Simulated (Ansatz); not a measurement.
Computed with Ansatz.

A structure relaxed at PBE0-D4/def2-TZVP, charge 0, multiplicity 1:

```
atom   x (Å)   y (Å)   z (Å)
  O1   3.499   1.789   1.067
  C2   2.768   0.922   1.011
 Ru3   1.505  -0.544   0.905
  C4   1.334  -0.536   2.781
  O5   1.372  -0.656   3.921
  C6   2.773  -1.568  -0.039
  O7   3.599  -2.254  -0.442
  C8   0.264  -2.012   0.811
  O9  -0.472  -2.878   0.754
 O10   0.078   0.938  -0.370
 C11  -1.139   1.386   0.227
 C12  -2.201   0.400  -0.247
 C13  -1.633  -0.134  -1.578
 C14  -0.280   0.564  -1.701
 H15  -0.992   1.412   1.304
 H16  -1.350   2.400  -0.135
 H17  -2.324  -0.409   0.474
 H18  -3.171   0.884  -0.368
 H19  -2.275   0.097  -2.428
 H20  -1.512  -1.217  -1.541
 H21  -0.359   1.476  -2.307
 H22   0.518  -0.059  -2.099
```

Task: Give its formula and SMILES.

Result: C8H8O5Ru, `[O+]#[C][Ru-5]([C]#[O+])([C]#[O+])([C]#[O+])[O+]1CCCC1`.

Task: Point group (tolerance 0.08 Å, 0.16 Å for H)?

Result: C1.

Task: Summarise the bond lengths by kind.

Result: 6 × C–O 1.135 to 1.428 Å; 4 × C–Ru 1.883 to 1.939 Å; 1 × O–Ru 2.421 Å; 3 × C–C 1.524 to 1.542 Å; 8 × C–H 1.088 to 1.098 Å.
